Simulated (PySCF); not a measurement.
# V⁺: excitation energy

V⁺ [Ar] 3d4 (5D) → V⁺ [Ar] 3d3 4s1 (5F), as a difference of total energies. Computed with PySCF 2.14 in aug-cc-pVDZ-DK (7s6p4d2f, 59 functions), with scalar relativity by spin-free X2C-1e. Correlated levels: valence: [Ar] frozen. The calculations carry no spin-orbit coupling.

Problem. Order these methods by the excitation energy they give, lowest first.
A. M06-2X
B. revPBE
C. UHF
D. LC-wPBE

Solution. C (-3465.8 cm⁻¹), A (3715.7 cm⁻¹), B (4325.8 cm⁻¹), D (5930.9 cm⁻¹).

Errors of the correlated levels include the incompleteness of this basis and the frozen core.

For comparison: 2719.9 cm⁻¹ (measured; NIST levels, between the centres of gravity of the two terms).
